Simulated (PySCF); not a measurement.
C$_{4}$H$_{14}$OSi$_{2}$, triplet, at the geometry of the source list (a higher spin typed on purpose: for a closed-shell molecule this is an excited state) (core potentials on Si) (in this run its highest filled SCF level lies above zero, so its values depend strongly on the basis, on diffuse functions most of all); DF-B3LYP/LANL2DZ (PySCF).

Input for PySCF:
```python
from pyscf import gto, scf, dft

mol = gto.M(
    atom='''
C     2.13880000    1.46220000    0.17930000
Si    1.57910000   -0.27440000    0.70930000
C     2.23490000   -1.57560000   -0.50940000
O    -0.04460000   -0.33670000    0.74100000
Si   -1.64560000   -0.09750000    0.59540000
C    -1.97350000    1.68780000    0.03410000
C    -2.35230000   -1.32390000   -0.67140000
H     1.82950000    1.68750000   -0.83960000
H     1.71240000    2.22530000    0.82620000
H     3.22120000    1.56050000    0.22250000
H     1.97970000   -0.57490000    2.08930000
H     1.83420000   -2.56060000   -0.29000000
H     3.31610000   -1.64040000   -0.45110000
H     1.97630000   -1.33760000   -1.53730000
H    -2.17270000   -0.34700000    1.94270000
H    -1.57060000    1.87410000   -0.95960000
H    -3.03900000    1.90400000    0.00150000
H    -1.51280000    2.40230000    0.71230000
H    -2.07800000   -2.34590000   -0.42810000
H    -1.99760000   -1.11950000   -1.67760000
H    -3.43550000   -1.26990000   -0.68950000
''',
    basis='lanl2dz',
    ecp={'Si': 'lanl2dz'},
    spin=2,
    verbose=5,
)

mf = dft.UKS(mol)
mf.xc = 'b3lyp'
mf = mf.density_fit(auxbasis='def2-universal-jkfit')
mf.kernel()
mf.analyze()
```

What the program printed (banner, timings and long lists left out):

```
PySCF version 2.14.0

[INPUT] verbose = 5
[INPUT] max_memory = 4000
[INPUT] num. atoms = 21
[INPUT] num. electrons = 54
[INPUT] charge = 0
[INPUT] spin (= nelec alpha-beta = 2S) = 2
[INPUT] symmetry False subgroup None
[INPUT] Mole.unit = angstrom
[INPUT] Symbol           X                Y                Z      unit          X                Y                Z       unit  Magmom
[...]
[INPUT] ---------------- BASIS SET ----------------
[INPUT] l, kappa, [nprim/nctr], expnt,             c_1 c_2 ...
[INPUT] H
[...]
                                2.8987            0.231204
                                0.6535            0.817226
[...]
[INPUT] O
[...]
                                1176              0.008968
                                273.2             0.042868
                                81.17             0.14393
                                27.18             0.35563
                                9.532             0.461248
                                3.414             0.140206
[...]
                                0.9398            1.056914
[...]
                                7.904             0.1242
                                2.305             0.394714
                                0.7171            0.627376
[...]
[INPUT] C
[...]
                                634.9             0.009342
                                146.1             0.045452
                                42.5              0.154657
                                14.19             0.358866
                                5.148             0.438632
                                1.967             0.145918
[...]
                                0.4962            1.060091
[...]
                                3.986             0.115436
                                1.143             0.386188
                                0.3594            0.640114
[...]
[INPUT] Si
[...]
                                0.2595            1.2823826
[...]
                                0.2984            1.019787
[...]
nuclear repulsion = 245.082565536537
number of shells = 61
number of NR pGTOs = 205
number of NR cGTOs = 89
basis = lanl2dz
ecp = {'Si': 'lanl2dz'}

******** <class 'pyscf.df.df_jk.DFUKS'> ********
method = DFUKS
initial guess = minao
damping factor = 0
level_shift factor = 0
DIIS = <class 'pyscf.scf.diis.CDIIS'>
diis_start_cycle = 1
diis_space = 8
diis_damp = 0
SCF conv_tol = 1e-09
SCF conv_tol_grad = None
SCF max_cycles = 50
direct_scf = False
[...]
converged SCF energy = -243.648969396295  <S^2> = 2.0041974  2S+1 = 3.002797
Total Energy =                        -243.648969396294916
[...]
spin_pop of  2 C 2pz      -0.00110
spin_pop of  2 C 3px       0.01751
spin_pop of  2 C 3py       0.00017
spin_pop of  2 C 3pz       0.00076
spin_pop of  3 O 1s        0.00000
spin_pop of  3 O 2s        0.08533
spin_pop of  3 O 3s       -0.00004
spin_pop of  3 O 2px       0.00348
spin_pop of  3 O 2py       0.39576
spin_pop of  3 O 2pz       0.13003
spin_pop of  3 O 3px       0.00011
spin_pop of  3 O 3py      -0.00085
spin_pop of  3 O 3pz       0.00087
spin_pop of  4 Si 3s        0.01291
spin_pop of  4 Si 4s        0.00499
spin_pop of  4 Si 3px       0.20810
spin_pop of  4 Si 3py       0.01394
spin_pop of  4 Si 3pz       0.00450
spin_pop of  4 Si 4px       0.15138
spin_pop of  4 Si 4py       0.00147
spin_pop of  4 Si 4pz       0.00304
spin_pop of  5 C 1s       -0.00000
spin_pop of  5 C 2s        0.01593
spin_pop of  5 C 3s        0.00052
spin_pop of  5 C 2px       0.00849
spin_pop of  5 C 2py       0.12506
spin_pop of  5 C 2pz       0.01618
spin_pop of  5 C 3px       0.02359
spin_pop of  5 C 3py       0.00078
spin_pop of  5 C 3pz       0.00039
spin_pop of  6 C 1s       -0.00000
spin_pop of  6 C 2s       -0.00176
spin_pop of  6 C 3s        0.00034
spin_pop of  6 C 2px      -0.00056
spin_pop of  6 C 2py       0.00255
spin_pop of  6 C 2pz      -0.00097
spin_pop of  6 C 3px       0.01810
spin_pop of  6 C 3py      -0.00004
spin_pop of  6 C 3pz       0.00038
spin_pop of  7 H 1s       -0.00006
spin_pop of  7 H 2s        0.00037
spin_pop of  8 H 1s       -0.00264
spin_pop of  8 H 2s        0.00094
spin_pop of  9 H 1s        0.01943
spin_pop of  9 H 2s        0.00026
spin_pop of  10 H 1s        0.04797
spin_pop of  10 H 2s        0.00027
spin_pop of  11 H 1s        0.00308
spin_pop of  11 H 2s        0.00044
spin_pop of  12 H 1s        0.01130
spin_pop of  12 H 2s        0.00029
spin_pop of  13 H 1s        0.00152
spin_pop of  13 H 2s        0.00019
spin_pop of  14 H 1s        0.04796
spin_pop of  14 H 2s        0.00027
spin_pop of  15 H 1s       -0.00005
spin_pop of  15 H 2s        0.00037
spin_pop of  16 H 1s        0.01942
spin_pop of  16 H 2s        0.00026
spin_pop of  17 H 1s       -0.00263
spin_pop of  17 H 2s        0.00094
spin_pop of  18 H 1s        0.00308
spin_pop of  18 H 2s        0.00044
spin_pop of  19 H 1s        0.00152
spin_pop of  19 H 2s        0.00019
spin_pop of  20 H 1s        0.01130
spin_pop of  20 H 2s        0.00029
In total            28.00000 | 26.00000
Dipole moment(X, Y, Z, Debye):  0.15027,  1.83665, -1.38836
```
